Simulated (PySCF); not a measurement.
System: CH₆BO₂ (charge +1, singlet). It need not be the lowest isomer of its formula. SMILES: B(O)(C)[OH2+]
Structure (B3LYP-D3(BJ)/def2-TZVP (Ansatz) minimum search):
```xyz
10

B     -0.0074    -0.1543     0.0551
C      1.5081    -0.4089     0.0216
O     -0.4642     1.2097    -0.3892
O     -1.0906    -0.8326     0.3826
H      1.7542    -1.4160     0.3570
H      2.0453     0.2954     0.6649
H      1.9107    -0.2884    -0.9892
H     -1.4112     1.4414    -0.3939
H     -1.0022    -1.7413     0.6961
H      0.1303     1.9170    -0.6872
```
Charge +1, spin multiplicity 1.

Dispersion corrections to the total energy (kcal/mol) from the dftd3 and dftd4 libraries through PySCF: D3(BJ) without and D4 with the three-body term, each with the damping fitted for the functional named.

```
functional  D3(BJ)      D4
----------  ------  ------
B2GP-PLYP    -1.74   -1.04
HF          -27.24  -10.01
B2PLYP       -2.45     [?]
PBE0         -2.75     [?]
B3LYP        -5.49   -4.07
LC-wPBE      -2.90   -2.80
TPSSh        -3.67     [?]
```

**Question.** Complete the blanks.

**Answer.** 
- B2PLYP, D4: -1.77
- PBE0, D4: -2.11
- TPSSh, D4: -3.13
